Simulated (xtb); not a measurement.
C₄H₉LiO, charge +1, doublet, at a GFN2-xTB geometry (such geometries of metal compounds can be far from the true shape) (a state made from the parent by changing its charge; the spin is typed, not shown lowest); GFN2-xTB (xtb 6.7.1).

Input for xtb:
```
$ xtb mol.xyz --gfn 2 --chrg 1 --uhf 1 --acc 30 --json

# file mol.xyz
15

Li     1.00275402     1.90289940     1.94010571
O      0.42811941     0.81981246     0.84106518
C     -0.07634044    -0.06171066    -0.00743218
C      1.01719818    -1.15247791    -0.34195455
C     -1.36757166    -0.71656562     0.44818983
C     -0.26881521     0.62624137    -1.41888001
H      0.63507046    -1.83349040    -1.09361338
H      1.21378005    -1.68000699     0.58880178
H      1.93137196    -0.67982516    -0.68895318
H     -1.20791031    -1.24093350     1.39012098
H     -1.73909090    -1.41960691    -0.29026196
H     -2.12734785     0.04276591     0.63187034
H      0.65988777     1.08476246    -1.74564783
H     -1.02408265     1.39647012    -1.27974469
H     -0.60172127    -0.11025644    -2.14094915
```

It wrote (shortened):

```
   ID    Z sym.   atoms
    1    3 Li     1
    2    8 O      2
    3    6 C      3-6
    4    1 H      7-15

           -------------------------------------------------
          |                Calculation Setup                |
           -------------------------------------------------

           -------------------------------------------------
          |                 G F N 2 - x T B                 |
           -------------------------------------------------

          ...................................................
          :                      SETUP                      :
          :.................................................:
          :  # basis functions                  33          :
          :  # atomic orbitals                  33          :
          :  # shells                           21          :
          :  # electrons                        31          :
          :  max. iterations                   250          :
          :  Hamiltonian                  GFN2-xTB          :
          :  restarted?                      false          :
          :  GBSA solvation                  false          :
          :  PC potential                    false          :
          :  electronic temp.          300.0000000     K    :
          :  accuracy                   30.0000000          :
          :  -> integral cutoff          0.2000000E+02      :
          :  -> integral neglect         0.3000000E-06      :
          :  -> SCF convergence          0.3000000E-04 Eh   :
          :  -> wf. convergence          0.3000000E-02 e    :
          :  Broyden damping             0.4000000          :
          :  net charge                          1          :
          :  unpaired electrons                  1          :
          ...................................................

 iter      E             dE          RMSdq      gap      omega  full diag
   1    -17.2415235 -0.172415E+02  0.362E+00    3.77       0.0  T
   2    -17.2781478 -0.366243E-01  0.202E+00    4.63       1.0  T
   3    -17.2798395 -0.169167E-02  0.140E+00    4.44       1.0  T
   4    -17.2851000 -0.526052E-02  0.350E-01    4.52       1.0  T
   5    -17.2851352 -0.351797E-04  0.255E-01    4.53       1.0  T
   6    -17.2852667 -0.131501E-03  0.869E-02    4.55       1.0  T
   7    -17.2852890 -0.223249E-04  0.523E-03    4.58       4.9  T
   8    -17.2852892 -0.163688E-06  0.190E-03    4.58      13.6  T

   *** convergence criteria satisfied after 8 iterations ***

         :::::::::::::::::::::::::::::::::::::::::::::::::::::
         ::                     SUMMARY                     ::
         :::::::::::::::::::::::::::::::::::::::::::::::::::::
         :: total energy             -17.071614150351 Eh    ::
         :: gradient norm              0.000065903186 Eh/a0 ::
         :: HOMO-LUMO gap              4.575185949998 eV    ::
         ::.................................................::
         :: SCC energy               -17.285272011505 Eh    ::
         :: -> isotropic ES            0.127702767531 Eh    ::
         :: -> anisotropic ES         -0.004581884142 Eh    ::
         :: -> anisotropic XC          0.007024197427 Eh    ::
         :: -> dispersion             -0.007312419265 Eh    ::
         :: repulsion energy           0.213657861155 Eh    ::
         :: add. restraining           0.000000000000 Eh    ::
         :: total charge               1.000000000000 e     ::
         :::::::::::::::::::::::::::::::::::::::::::::::::::::

           -------------------------------------------------
          |                Property Printout                |
           -------------------------------------------------

    * Orbital Energies and Occupations

         #    Occupation            Energy/Eh            Energy/eV
      -------------------------------------------------------------
         1        2.0000           -0.8649589             -23.5367
       ...           ...                  ...                  ...
         4        2.0000           -0.7642005             -20.7950
         5        2.0000           -0.7350399             -20.0015
         6        2.0000           -0.6897169             -18.7682
         7        2.0000           -0.6885554             -18.7365
         8        2.0000           -0.6829393             -18.5837
         9        2.0000           -0.6444385             -17.5361
        10        2.0000           -0.6358020             -17.3011
        11        2.0000           -0.6293283             -17.1249
        12        2.0000           -0.6164607             -16.7747
        13        2.0000           -0.6113495             -16.6357
        14        2.0000           -0.6108421             -16.6219
        15        1.9957           -0.5755736             -15.6622
        16        1.0043           -0.5652404             -15.3810 (HOMO)
        17                         -0.3971054             -10.8058 (LUMO)
        18                         -0.2226847              -6.0596
        19                         -0.2183472              -5.9415
        20                         -0.1183546              -3.2206
        21                         -0.1057497              -2.8776
        22                         -0.0863421              -2.3495
        23                         -0.0269875              -0.7344
        24                         -0.0030054              -0.0818
        25                          0.0493840               1.3438
        26                          0.0575766               1.5667
        27                          0.0641159               1.7447
       ...                                ...                  ...
        33                          0.2542489               6.9185
      -------------------------------------------------------------
                  HL-Gap            0.1681350 Eh            4.5752 eV
             Fermi-level           -0.5257900 Eh          -14.3075 eV

     #   Z          covCN         q      C6AA      α(0)
     1   3 Li       0.713     0.705    43.977    21.926
     2   8 O        1.519    -0.437    21.692     6.282
     3   6 C        3.817     0.211    17.278     5.916
     4   6 C        3.755    -0.115    22.758     6.802
     5   6 C        3.754    -0.150    23.461     6.907
     6   6 C        3.754    -0.114    22.743     6.800
     7   1 H        0.925     0.105     1.739     2.062
     8   1 H        0.925     0.106     1.730     2.057
     9   1 H        0.925     0.098     1.801     2.099
    10   1 H        0.925     0.098     1.808     2.103
    11   1 H        0.925     0.087     1.913     2.163
    12   1 H        0.925     0.097     1.813     2.106
    13   1 H        0.925     0.098     1.799     2.098
    14   1 H        0.925     0.106     1.727     2.055
    15   1 H        0.925     0.106     1.735     2.060

 Mol. C6AA /au·bohr⁶  :       1595.094343
 Mol. C8AA /au·bohr⁸  :      42198.017677
 Mol. α(0) /au        :         73.434648

Wiberg/Mayer (AO) data.
largest (>0.10) Wiberg bond orders for each atom

 ---------------------------------------------------------------------------
     #   Z sym  total        # sym  WBO       # sym  WBO       # sym  WBO
 ---------------------------------------------------------------------------
     1   3 Li   0.555 --     2 O    0.469
     2   8 O    2.050 --     3 C    1.247     1 Li   0.469
     3   6 C    3.919 --     2 O    1.247     5 C    1.006     4 C    0.815
                             6 C    0.811
     4   6 C    3.918 --     9 H    0.976     7 H    0.972     8 H    0.955
                             3 C    0.815
     5   6 C    3.984 --     3 C    1.006    11 H    0.979    12 H    0.946
                            10 H    0.945
     6   6 C    3.916 --    13 H    0.976    15 H    0.971    14 H    0.955
                             3 C    0.811
     7   1 H    0.989 --     4 C    0.972
     8   1 H    0.988 --     4 C    0.955
     9   1 H    0.990 --     4 C    0.976
    10   1 H    0.990 --     5 C    0.945
    11   1 H    0.992 --     5 C    0.979
    12   1 H    0.990 --     5 C    0.946
    13   1 H    0.990 --     6 C    0.976
    14   1 H    0.988 --     6 C    0.955
    15   1 H    0.989 --     6 C    0.971
 ---------------------------------------------------------------------------

Topologies differ in total number of bonds
Writing topology from bond orders to xtbtopo.mol

molecular dipole:
                 x           y           z       tot (Debye)
 q only:        0.804       1.330       1.227
   full:        0.969       1.657       1.571       6.304
molecular quadrupole (traceless):
                xx          xy          yy          xz          yz          zz
 q only:       -5.639       5.395       2.446       5.816      11.109       3.193
  q+dip:       -7.170       7.252       3.184       7.561      14.457       3.987
   full:       -7.129       6.623       3.326       7.648      13.793       3.803

           -------------------------------------------------
          | TOTAL ENERGY              -17.071614150351 Eh   |
          | GRADIENT NORM               0.000065903186 Eh/α |
          | HOMO-LUMO GAP               4.575185949998 eV   |
           -------------------------------------------------

normal termination of xtb
```
